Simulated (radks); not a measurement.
Results of a calculation; reference values are marked as such.
Mean orbital radii <r> (bohr) of the hafnium ion Hf3+, [Xe] 4f14 5d1, at several levels of relativity; Dirac values are averaged over j with weights 2j + 1. Spin-unpolarised spherical Kohn-Sham, PBE, point nucleus unless stated (finite: rms radius 5.347 fm), a radial shooting solver on a logarithmic mesh with Libxc functionals. A level marked "c x" has the speed of light scaled by that factor and shares open shells by 2j + 1; other Dirac levels either fill j = l - 1/2 first or share by 2j + 1.

shell  non-rel.  scalar-rel., finite nucleus  Dirac, low j first  Dirac, 2j+1 shares, finite nucleus  change of magnitude, last against first (%)
2s      0.08903                      0.08038             0.07976                             0.07978                                       -10.39
2p      0.07534                      0.07172             0.07127                             0.07127                                        -5.40
3s       0.2268                       0.2087              0.2081                              0.2082                                        -8.19
3p       0.2167                       0.2085              0.2077                              0.2077                                        -4.19
3d       0.1904                       0.1890              0.1890                              0.1890                                        -0.76
4s       0.5080                       0.4683              0.4681                              0.4682                                        -7.83
4p       0.5166                       0.4977              0.4965                              0.4965                                        -3.88
4d       0.5376                       0.5352              0.5355                              0.5355                                        -0.39
5s        1.233                        1.130               1.131                               1.131                                        -8.21
5p        1.368                        1.323               1.321                               1.320                                        -3.50
4f       0.6493                       0.6733              0.6742                              0.6741                                        +3.81
5d        1.904                        1.939               1.943                               1.941                                        +1.96
